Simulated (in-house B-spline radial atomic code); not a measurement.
Radial electron density of Ce⁵⁵⁺, [He] 2s1. Computed with a radial B-spline atomic code at the basis-set limit: Dirac-Kohn-Sham BHandHLYP, spherical fractional occupations, Fermi nucleus of rms radius 4.8771 fm.

Caution: exact exchange at fractional occupations of open shells leaves self-interaction of up to several eV.

Columns: r (bohr), 4πr²n(r) (electrons per bohr), bar.

```
0.000719    1.472 #
0.000833    1.897 #
0.000965     2.44 ##
 0.00112     3.14 ##
  0.0013    4.029 ###
  0.0015    5.103 ###
 0.00174    6.494 ####
 0.00201    8.174 #####
 0.00233    10.29 #######
  0.0027    12.88 ########
 0.00313    16.01 ##########
 0.00363    19.76 #############
  0.0042    24.08 ################
 0.00487    29.12 ###################
 0.00564    34.72 ######################
 0.00653    40.81 ##########################
 0.00756    47.17 ##############################
 0.00876    53.53 ###################################
  0.0102    59.57 ######################################
  0.0118    64.28 ##########################################
  0.0136    67.26 ###########################################
  0.0158     68.1 ############################################
  0.0183    66.14 ###########################################
  0.0212    61.27 ########################################
  0.0245     53.9 ###################################
  0.0284    44.52 #############################
  0.0329    34.53 ######################
  0.0381    25.33 ################
  0.0442    18.07 ############
  0.0512    13.62 #########
  0.0593    11.74 ########
  0.0687    11.55 #######
  0.0795    11.75 ########
  0.0921    11.25 #######
   0.107    9.534 ######
   0.124    6.971 #####
   0.143    4.374 ###
   0.166    2.211 #
   0.192   0.9144 #
   0.223    0.286 
   0.258  0.06958 
   0.299  0.01213 
   0.346 0.001507
```

On this grid the curve has 2 maxima, near 0.0158, 0.0795 bohr.

The 2s1/2 radial function P(r) = rR(r), positive near the nucleus, with its small component Q(r) (sign convention: Q ≈ (P' + κP/r)/2c):

| r (bohr) | P | Q |
| --- | --- | --- |
| 0.000345 | 0.1588 | -0.0343 |
| 0.000463 | 0.2059 | -0.04519 |
| 0.000621 | 0.2662 | -0.05903 |
| 0.000833 | 0.3429 | -0.07666 |
| 0.00112 | 0.4405 | -0.09921 |
| 0.0015 | 0.5605 | -0.1272 |
| 0.00201 | 0.7076 | -0.1621 |
| 0.0027 | 0.8846 | -0.2053 |
| 0.00363 | 1.089 | -0.2571 |
| 0.00487 | 1.309 | -0.3165 |
| 0.00653 | 1.525 | -0.3816 |
| 0.00876 | 1.697 | -0.4475 |
| 0.0118 | 1.762 | -0.5055 |
| 0.0158 | 1.629 | -0.5395 |
| 0.0212 | 1.196 | -0.5326 |
| 0.0284 | 0.3945 | -0.4671 |
| 0.0381 | -0.7606 | -0.3346 |
| 0.0512 | -2.062 | -0.1497 |
| 0.0687 | -3.067 | 0.0376 |
| 0.0921 | -3.312 | 0.1617 |
| 0.124 | -2.632 | 0.1808 |
| 0.166 | -1.482 | 0.1192 |
| 0.223 | -0.5327 | 0.04688 |
| 0.299 | -0.1097 | 0.01011 |
